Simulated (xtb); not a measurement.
F$_{5}$Nb, charge +1, doublet, at a GFN2-xTB geometry (such geometries of metal compounds can be far from the true shape) (the multiplicity is a formal guess); GFN0-xTB with ALPB(chcl3) (xtb).

The xtb input:
```
$ xtb mol.xyz --gfn 0 --chrg 1 --uhf 1 --alpb chcl3 --json

# file mol.xyz
6

Nb     0.00000000    -0.00000000     0.00000000
F      1.47391396    -0.91144717    -0.52850996
F     -0.32893565     0.24552260     1.76465325
F     -1.14497831     0.66592457    -1.23614328
F     -0.95251155    -1.56350580     0.03998576
F      0.95251155     1.56350580    -0.03998576
```

Problem. Predict the main parts of the log of this xtb run.

Solution. 
```
   ID    Z sym.   atoms
    1   41 Nb     1
    2    9 F      2-6

           -------------------------------------------------
          |                Calculation Setup                |
           -------------------------------------------------

           -------------------------------------------------
          |                 G F N 0 - x T B                 |
           -------------------------------------------------

      * Solvation model:               ALPB
        Solvent                        chcl3
        Parameter file                 internal GFN-FF/ALPB
        Dielectric constant                4.8100E+00
        Reference state                gsolv [1 M gas/solution]
        Free energy shift                  3.3627E-03 Eh       2.1102E+00 kcal/mol
        Temperature                        2.9815E+02 K
        Density                            1.4900E+00 kg/L
        Solvent mass                       1.1938E+02 g/mol
        Interaction kernel             P16
        Born radius scaling (c1)           1.6026E+00
        Born radii integrator          GBOBC
        Born offset                        0.0000E+00 a0       0.0000E+00 AA
        H-bond correction              false
        Ion screening                  false
        Surface tension                    1.0000E-05 Eh       1.5569E+01 dyn/cm
        Grid points                               230 per atom

          ...................................................
          :                      SETUP                      :
          :.................................................:
          :  # basis functions                  30          :
          :  # atomic orbitals                  29          :
          :  # shells                           13          :
          :  # electrons                        39          :
          :  electronic temp.          300.0000000     K    :
          :  accuracy                    1.0000000          :
          :  -> integral cutoff          0.2500000E+02      :
          :  -> integral neglect         0.1000000E-07      :
          ...................................................

         :::::::::::::::::::::::::::::::::::::::::::::::::::::
         ::                     SUMMARY                     ::
         :::::::::::::::::::::::::::::::::::::::::::::::::::::
         :: total energy             -19.479444470228 Eh    ::
         :: total w/o Gsasa/hb       -19.479420972870 Eh    ::
         :: gradient norm              0.032357695212 Eh/a0 ::
         :: HOMO-LUMO gap              4.414467118576 eV    ::
         ::.................................................::
         :: H0 energy                -20.914329605921 Eh    ::
         :: repulsion energy           0.049093921539 Eh    ::
         :: electrostat energy         1.386934815496 Eh    ::
         :: -> Gsolv                   0.000000000000 Eh    ::
         ::    -> Gsasa               -0.003386246059 Eh    ::
         ::    -> Gshift               0.003362748702 Eh    ::
         :: dispersion energy         -0.001143601342 Eh    ::
         :: short-range corr.          0.000000000000 Eh    ::
         :: add. restraining           0.000000000000 Eh    ::
         :: total charge               1.000000000000 e     ::
         :::::::::::::::::::::::::::::::::::::::::::::::::::::

           -------------------------------------------------
          |                Property Printout                |
           -------------------------------------------------

    * Orbital Energies and Occupations

         #    Occupation            Energy/Eh            Energy/eV
      -------------------------------------------------------------
         1        2.0000           -0.8337774             -22.6882
       ...           ...                  ...                  ...
         8        1.9981           -0.4469582             -12.1624
         9        1.9972           -0.4466060             -12.1528
        10        1.9972           -0.4466060             -12.1528
        11        1.9946           -0.4459713             -12.1355
        12        1.9882           -0.4452223             -12.1151
        13        1.9882           -0.4452223             -12.1151
        14        1.9571           -0.4439645             -12.0809
        15        1.9483           -0.4437782             -12.0758
        16        1.8737           -0.4428512             -12.0506
        17        1.8737           -0.4428512             -12.0506
        18        1.8116           -0.4424015             -12.0384
        19        1.8116           -0.4424015             -12.0384
        20        1.7603           -0.4421106             -12.0304 (HOMO)
        21                         -0.2798819              -7.6160 (LUMO)
        22                         -0.2798819              -7.6160
        23                         -0.1606379              -4.3712
        24                         -0.1606379              -4.3712
        25                          0.0445704               1.2128
        26                          0.0676356               1.8405
        27                          0.0676356               1.8405
        28                          0.1030068               2.8030
        29                          0.3235573               8.8044
      -------------------------------------------------------------
                  HL-Gap            0.1622287 Eh            4.4145 eV
             Fermi-level            0.0000000 Eh            0.0000 eV

     #   Z          covCN         q      C6AA      α(0)
     1  41 Nb       3.354     0.876   186.239    25.221
     2   9 F        0.671     0.024     9.229     3.501
     3   9 F        0.671     0.024     9.229     3.501
     4   9 F        0.671     0.024     9.229     3.501
     5   9 F        0.671     0.026     9.205     3.497
     6   9 F        0.671     0.026     9.205     3.497

 Mol. C6AA /au·bohr⁶  :        804.893419
 Mol. C8AA /au·bohr⁸  :      46506.193271
 Mol. α(0) /au        :         42.718393

Wiberg/Mayer (AO) data.
largest (>0.10) Wiberg bond orders for each atom

 ---------------------------------------------------------------------------
     #   Z sym  total        # sym  WBO       # sym  WBO       # sym  WBO
 ---------------------------------------------------------------------------
     1  41 Nb   2.566 --     4 F    0.531     2 F    0.531     3 F    0.531
                             6 F    0.486     5 F    0.486
     2   9 F    0.568 --     1 Nb   0.531
     3   9 F    0.568 --     1 Nb   0.531
     4   9 F    0.568 --     1 Nb   0.531
     5   9 F    0.549 --     1 Nb   0.486
     6   9 F    0.549 --     1 Nb   0.486
 ---------------------------------------------------------------------------

Topologies differ in total number of bonds
Writing topology from bond orders to xtbtopo.mol

 dipole moment from electron density (au)
     X       Y       Z
  -0.0000   0.0000  -0.0000  total (Debye):    0.000

           -------------------------------------------------
          | TOTAL ENERGY              -19.479444470228 Eh   |
          | GRADIENT NORM               0.032357695212 Eh/α |
          | HOMO-LUMO GAP               4.414467118576 eV   |
           -------------------------------------------------

normal termination of xtb
```
